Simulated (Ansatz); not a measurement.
Born–Oppenheimer molecular dynamics of Cl2H4W (7 atoms, charge 0, multiplicity 1). It starts from a relaxed structure.

The calculation used RKS PBE-D4/def2-mTZVP in Ansatz 0.2.0.

```json
{
 "ensemble": "NVE (velocity Verlet)",
 "time step": "1 fs",
 "steps asked": "300",
 "starting velocities drawn for": "200 K",
 "seed": "941841"
}
```

First frame:

```xyz
7
Properties=species:S:1:pos:R:3
W -0.102 -0.102 0.000
Cl -0.507 -0.507 2.165
H 1.570 0.227 0.000
H 0.227 1.570 0.000
H -1.577 0.897 0.000
H 0.897 -1.577 0.000
Cl -0.507 -0.507 -2.165
```

Q: How far do the bonds stretch over the last three quarters of this one trajectory? (Pairs bonded in most of those frames.)

A: 
```tsv
bond	mean (Å)	spread (Å)	shortest	longest
W1–Cl2	2.267	0.052	2.19	2.40
W1–H3	1.709	0.025	1.66	1.77
W1–H4	1.696	0.014	1.66	1.73
W1–H5	1.698	0.027	1.64	1.75
W1–H6	1.705	0.025	1.65	1.76
W1–Cl7	2.371	0.092	2.20	2.54
```

Mean temperature of the second half: 823 K. The conserved energy stayed within 0.16 meV per atom of its start (net change 0.12 meV per atom), so the integration is sound. The kinetic energy rose, since the run started high on the potential surface and went downhill. A run of 0.3 ps of so small a system gives no equilibrium averages.

Time of the run: 8.4 min on 2 threads of Arm Neoverse V1 (shared host), peak memory 0.17 GiB.
